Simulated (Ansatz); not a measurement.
Reaction (ligand exchange at the Si–C bond): `OB(O)OC[SiH3]` + `[CH3][In]([OH])[F]` → `[CH3][In]([F])[O][SiH3]` + `COB(O)O`

Gas-phase electronic energies from Ansatz, PBE0-D4/def2-TZVP geometries. CCSD(T)/CBS adds triple-zeta CCSD(T) − MP2 to the extrapolated MP2 energy (def2 sets, frozen cores). DFT in def2-TZVPP. B3LYP here is the variant with VWN-RPA as its local correlation; programs differ in this. Elements past krypton have def2 core potentials. For In outer-core shells are correlated without core-valence functions, which leaves a few kJ/mol of doubt a bond. Each species was taken in one conformer, which may not be the lowest.

(1) Is it downhill or uphill in electronic energy at CCSD(T)/CBS, and by how much? (Estimate.)

(2) What do these levels give: r2SCAN-D4, B3LYP-D4, ωB97X-V, ωB97M-V, PBE, PBE0, B3LYP, HF/def2-TZVPP, SCS-MP2/def2-TZVPP, CCSD(T)/def2-TZVPP, HF/CBS(def2), MP2/CBS(def2)? (Best estimate.)

Largest T1 diagnostic among the species: 0.016.

Answers

(1) The calculation gave: Downhill: ΔE = -1.45 eV.

(2) Ansatz gave: r2SCAN-D4 -1.40, B3LYP-D4 -1.42, ωB97X-V -1.42, ωB97M-V -1.41, PBE -1.24, PBE0 -1.34, B3LYP -1.43, HF/def2-TZVPP -1.73, SCS-MP2/def2-TZVPP -1.53, CCSD(T)/def2-TZVPP -1.45, HF/CBS(def2) -1.75, MP2/CBS(def2) -1.48 eV.

In def2-TZVPP, CCSD(T) changes the Hartree–Fock value by +0.28 eV (the triples alone add +0.04 eV) and MP2 by +0.25 eV. From PBE to PBE0 (25 % exact exchange), in def2-TZVPP and without D4, ΔE moves by −0.11 eV.
